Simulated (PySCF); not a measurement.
## Excitation energy of Pt by level of theory

Pt [Xe] 4f14 5d9 6s1 (3D) → Pt [Xe] 4f14 5d8 6s2 (3F), as a difference of total energies. All numbers are calculated (PySCF 2.14, the spin-free X2C one-electron Hamiltonian (Gaussian nucleus), in ANO-RCC-VTZP (8s7p5d3f1g, 84 functions)). Correlated levels: valence and next inner shell: [Kr] 4d10 4f14 frozen. The calculations carry no spin-orbit coupling.

| method | excitation energy (eV) | error (eV) |
| --- | --- | --- |
| UHF | 0.326 | -0.071 |
| MP2 (valence and next inner shell) | 0.546 | +0.149 |
| SCS-MP2 (valence and next inner shell) | 0.386 | -0.011 |
| CCSD (valence and next inner shell) | 0.374 | -0.023 |
| CCSD(T) (valence and next inner shell) | 0.370 | -0.027 |

Reference: 0.397 eV (measured; NIST levels, between the centres of gravity of the two terms).

Errors of the correlated levels include the incompleteness of this basis and the frozen core.
